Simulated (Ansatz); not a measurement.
The cluster AlAs2⁻. Total charge -1; triplet. Geometry PBE-D4/def2-TZVPD.

```xyz
3

Al    0.500   -0.539   -1.359
As    0.231    1.304    0.446
As   -0.730   -0.765    0.914
```

At LDA (SPW92)/def2-TZVPD, PBE-D4/def2-TZVPD the highest occupied level of the charge -1 triplet lies above zero (up to 0.84 eV). It is a level of α spin, whose loss leaves a doublet; that state wasn't run at this geometry and level. The electron is either unbound and held by the finite basis, or the level is raised by self-interaction error. At PBE0-D4/def2-TZVPD a singlet of charge -1 lies 0.50 eV below the triplet, each at its own geometry. The structure comes from a short search, and lower isomers may exist.

(1) Estimate the α-spin orbital energies around the gap (eV) in Ansatz with HF/def2-TZVPD, LDA (SPW92)/def2-TZVPD, PBE-D4/def2-TZVPD, PBE0-D4/def2-TZVPD, CAM-B3LYP-D4/def2-TZVPD.

Answers

(1) 
```tsv
orbital	HF/def2-TZVPD	LDA (SPW92)/def2-TZVPD	PBE-D4/def2-TZVPD	PBE0-D4/def2-TZVPD	CAM-B3LYP-D4/def2-TZVPD
HOMO−13	-51.96	-36.00	-35.72	-40.00	-41.10
HOMO−12	-51.96	-36.00	-35.72	-39.99	-41.10
HOMO−11	-51.94	-36.00	-35.71	-39.99	-41.09
HOMO−10	-51.91	-35.98	-35.70	-39.97	-41.07
HOMO−9	-51.88	-35.95	-35.66	-39.93	-41.03
HOMO−8	-51.85	-35.92	-35.63	-39.90	-41.00
HOMO−7	-18.23	-11.15	-10.97	-12.98	-14.66
HOMO−6	-13.48	-7.63	-7.47	-9.15	-10.71
HOMO−5	-8.18	-4.05	-3.92	-5.19	-6.54
HOMO−4	-5.50	-2.00	-1.85	-2.83	-3.89
HOMO−3	-5.04	-1.71	-1.62	-2.75	-3.85
HOMO−2	-3.53	-0.59	-0.45	-1.32	-2.30
HOMO−1	-3.05	-0.46	-0.41	-1.26	-2.27
HOMO	-2.45	0.80	0.84	-0.10	-1.12
LUMO	4.99	1.98	2.16	2.79	3.76
LUMO+1	5.25	2.87	2.99	3.54	4.12
LUMO+2	5.41	3.08	3.19	3.63	4.30
LUMO+3	5.97	3.45	3.59	4.24	4.94
LUMO+4	6.39	3.64	3.75	4.27	5.12
LUMO+5	6.83	4.71	4.82	5.30	5.94
β HOMO	-2.33	-0.34	-0.20	-0.93	-1.91
β LUMO	4.18	0.19	0.47	1.18	2.18
```
